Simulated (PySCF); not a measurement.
CH4OPb, SMILES C[O][PbH] (connectivity only; charge and spin as stated), neutral, multiplicity 1. Atoms are numbered in the order given.

```xyz
7

Pb     0.0001    -0.4587     0.0000
H     -1.8288    -0.0348     0.0000
O      0.5818     1.5613     0.0000
C     -0.2382     2.6813     0.0000
H     -0.0408     3.3134     0.8884
H     -0.0408     3.3134    -0.8884
H     -1.3210     2.4404     0.0000
```

Geometry: PBE0-D3(BJ)/def2-SVP. The def2 effective core potentials stand for the cores of Pb; spin–orbit coupling is left out.

All values below come from B3LYP/def2-TZVPD in PySCF.

Gas-phase values at a fixed geometry.

```
Property                                                                                                        Value
---------------------------------------------------------------------------------------------  ----------------------
total energy                                                                                       -308.71735 hartree
point group                                                                                                        Cs
highest occupied level                                                                                       -6.84 eV
lowest empty level                                                                                           -2.77 eV
orbital gap                                                                                                   4.07 eV
dipole moment                                                                                                  1.98 D
quadrupole, principal values (traceless, Buckingham form, about the centre of nuclear charge)   -7.33, 1.49, 5.84 D·Å
mean static polarisability                                                                       67.1 bohr³ (9.95 Å³)
polarisability, principal values                                                               48.4, 67.1, 85.9 bohr³
```
